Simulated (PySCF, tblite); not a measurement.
Isomers of C6H7O (doublet state), one GFN2-xTB conformer each. Single-point energies are computed at B3LYP/pcH-1 (PySCF, gas phase, no added dispersion term), electronic only. GFN2-xTB treats the open shell by occupation alone, and not every SCF solution was tested for stability.

```tsv
SMILES	GFN2-xTB relative energy (kcal/mol)
CC1=CC[CH]C1=O	0.0
O=C/[C]=C\C1CC1	42.2
```

Conformers: `[O:1]=[CH:2]/[C:3]=[CH:4]\[CH:5]1[CH2:6][CH2:7]1` (doublet state) with C3–C4–C5–C6 146°.

Question: What does B3LYP/pcH-1 give for the same structures?

Answer: 
```
         SMILES  B3LYP/pcH-1 E (Eh)  B3LYP/pcH-1 (kcal/mol)  GFN2-xTB (kcal/mol)  point group
 CC1=CC[CH]C1=O          -308.03923                     0.0                  0.0           Cs
O=C/[C]=C\C1CC1          -307.96258                    48.1                 42.2           C1
```

Both levels put the same isomer lowest. As drawn, the higher has a three-membered ring, which the lower lacks.

Question: What happens when harmonic zero-point energies from GFN2-xTB frequencies are added?

Answer: 
```tsv
SMILES	ZPE (kcal/mol)	electronic (kcal/mol)	with ZPE (kcal/mol)
CC1=CC[CH]C1=O	68.3	0.0	0.0
O=C/[C]=C\C1CC1	67.6	48.1	47.3
```

The zero-point energies span 0.7 kcal/mol. The order is unchanged.
